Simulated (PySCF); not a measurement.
## Xe⁴⁹⁺: ionisation energy

Xe⁴⁹⁺ [He] 2s2 2p1 (2P) → Xe⁵⁰⁺ [He] 2s2 (1S), as a difference of total energies. Calculation: PySCF 2.14, in an uncontracted even-tempered set (19 s from 24 bohr⁻², ratio 2.2; 12 p from 31 bohr⁻², ratio 2.2; 5 d from 120 bohr⁻², ratio 2.4; 5 f from 170 bohr⁻², ratio 2.4; 4 g from 260 bohr⁻², ratio 2.4); scalar relativity by spin-free X2C-1e. Correlated levels: nothing frozen; virtual orbitals above 40 to 60 times the deepest correlated orbital energy dropped. The calculations carry no spin-orbit coupling.

```json
{"method": "UHF", "ionisation energy (eV)": "9003.1"}
{"method": "LDA", "ionisation energy (eV)": "8996.1"}
{"method": "PBE", "ionisation energy (eV)": "9004.4"}
{"method": "PBE0", "ionisation energy (eV)": "9004.3"}
{"method": "r2SCAN", "ionisation energy (eV)": "9006.8"}
{"method": "PBEsol", "ionisation energy (eV)": "8999.8"}
{"method": "M06-2X", "ionisation energy (eV)": "9002.1"}
{"method": "MP2 (all electrons)", "ionisation energy (eV)": "9002.4"}
{"method": "SCS-MP2 (all electrons)", "ionisation energy (eV)": "9002.0"}
```

A first-order spin-orbit estimate (lowest level to lowest level, LS coupling) adds 231.2 eV.

For this ion Breit and QED terms and the two-electron picture change, all absent here, outweigh the differences among the correlated methods.

First order in ζ underestimates the shift of j = l − 1/2 levels at high Z.

For comparison: 9243 ± 4 eV (theoretical estimate listed by NIST; NIST Atomic Spectra Database, ionization energies).
